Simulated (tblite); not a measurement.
Input of a run (GFN2-xTB geometry optimisation, gas phase (tblite 0.8.0)), started from a force field or distance geometry:
```
{"job": {"kind": "relax", "xc": "GFN2-xTB", "basis": "xTB"}, "charge": 0, "multiplicity": 2}
C      2.565200    -0.668900     0.188800
O      1.590900     0.362700    -0.045600
C      0.280400     0.005200     0.006100
C     -0.202100    -1.277500     0.239900
C     -1.573600    -1.546700     0.275700
C     -2.492700    -0.523200     0.041500
C     -2.031100     0.774400    -0.205700
C     -0.648900     1.046600    -0.219400
C     -0.216600     2.383400    -0.479200
N      0.079900     3.485900    -0.687200
H      2.448400    -1.093000     1.191400
H      3.546400    -0.215700     0.124400
H      2.487400    -1.441500    -0.569300
H      0.469700    -2.121600     0.427100
H     -3.555500    -0.730400     0.064400
H     -2.755500     1.569200    -0.364500
```

Output (eV, eV/Å):
```
step      E/eV     max force
  0    -735.20305    2.519
  1    -735.26050    4.501
  2    -735.28410    2.311
  3    -735.34381    0.742
  4    -735.35291    0.331
  5    -735.36047    0.437
  6    -735.36354    0.192
  7    -735.36558    0.127
  8    -735.36662    0.111
  9    -735.36709    0.065
 10    -735.36745    0.077
 11    -735.36785    0.058
 12    -735.36814    0.056
 13    -735.36831    0.027
 14    -735.36846    0.029
 15    -735.36864    0.042
 16    -735.36883    0.044
 17    -735.36903    0.035
 18    -735.36927    0.039
 19    -735.36957    0.056
 20    -735.36986    0.060
 21    -735.37005    0.035
 22    -735.37016    0.021
 23    -735.37023    0.028
 24    -735.37028    0.025
 25    -735.37031    0.013
 26    -735.37032    0.010
 27    -735.37034    0.014
 28    -735.37036    0.019
 29    -735.37038    0.014
 30    -735.37039    0.005
```

Q: Summarise the run.

A: The energy falls by 16.1 kJ/mol over 30 L-BFGS steps, the largest force on an atom goes from 2.52 to 0.005 eV/Å, and the atoms move by 0.042 Å rms after alignment. The bond that changes most is C4–C5 (ends: carbon bonded to 2 C and H; carbon bonded to 2 C), which shortens by 0.037 Å. Bonds longer at the end by more than 0.005 Å: 3 of 16; shorter: 11. Among the angles that change most is C4–C5–C6, from 120.0° to 126.2°. The energy never rose by more than 1e-5 eV on the way. The first step brought 34 % of the lowering.

Q: What are the final bond lengths?

A: C1–O2 1.408 Å, O2–C3 1.350 Å, C3–C4 1.401 Å, C4–C5 1.361 Å, C5–C6 1.365 Å, C6–C7 1.390 Å, C7–C8 1.392 Å, C8–C9 1.413 Å, C9≡N10 1.146 Å, C3–C8 1.410 Å, C1–H11 1.095 Å, C1–H12 1.089 Å, C1–H13 1.095 Å, C4–H14 1.079 Å, C6–H15 1.078 Å, C7–H16 1.081 Å. Numbering counts from 1 in the input's order; the species is `c1[c]cc(c(C#N)c1)OC` [radical].

On an Arm Neoverse V2 with one thread, no GPU, shared host with 96 logical CPUs at a one-minute load of 40, this took 0.16 s of wall time.

Its GFN2-xTB frequencies are all real (lowest 95 cm⁻¹).

The values belong to the conformer `[CH3:1][O:2][c:3]1[cH:4][c:5][cH:6][cH:7][c:8]1[C:9]#[N:10]`: C1–O2–C3–C4 0°.

All values are computed, not measured.
